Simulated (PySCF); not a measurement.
Molecule: SMILES ClC1=C[C@@H]2C[C@@H]2[C@H]1Cl, C$_{6}$H$_{6}$Cl$_{2}$.

Bonds (- single, = double, # triple, : aromatic): Cl1-C2, C2=C3, C3-C4, C4-C5, C5-C6, C6-C7, C7-Cl8, C7-C2, C6-C4. C3 carries H9; C4 carries H10; C5 carries H11, H12; C6 carries H13; C7 carries H14. Stereochemistry as in ClC1=C[C@@H]2C[C@@H]2[C@H]1Cl. H12 is cis to C3 on the ring; H11 is trans to C3 on the ring.

Frames of a GFN2-xTB Langevin trajectory at 300 K; GIAO PBE0/pcSseg-1 shieldings in PySCF, gas phase, non-relativistic; equivalent atoms averaged within each frame.

Scale: ³⁵Cl (σ = 949.78 ppm) vs HCl; ¹³C (σ = 186.93 ppm), ¹H (σ = 31.72 ppm) against TMS (reference shieldings calculated alike). The references are static minima.

Problem. How do the shifts (ppm) fluctuate along the trajectory?

Solution. 
```tsv
time (fs)	Cl8	Cl1	C2	C3	C7	C5	C6	C4	H9	H14
optimised geometry	221	182	145.6	143.8	73.2	25.4	28.3	25.9	6.29	4.48
250	238	197	150.7	143.9	78.8	37.7	30.1	23.5	6.00	4.92
425	240	191	138.0	140.5	77.6	28.6	27.7	25.1	5.73	4.54
625	278	179	137.2	143.8	85.7	27.6	20.5	30.4	5.55	7.15
800	175	206	145.9	145.8	73.9	27.2	25.0	27.4	7.44	6.11
1000	242	209	134.9	154.3	81.0	20.4	28.5	36.8	7.16	6.17
mean of frames	234	196	141.3	145.7	79.4	28.3	26.4	28.7	6.38	5.78
standard deviation	37	12	6.7	5.2	4.4	6.2	3.7	5.2	0.86	1.05
```

5 frames give an uncertainty of the mean of about the standard deviation over 2.2 at best, since frames this close in time may not be independent; classical motion lacks zero-point vibration, and the reference would need the same averaging.
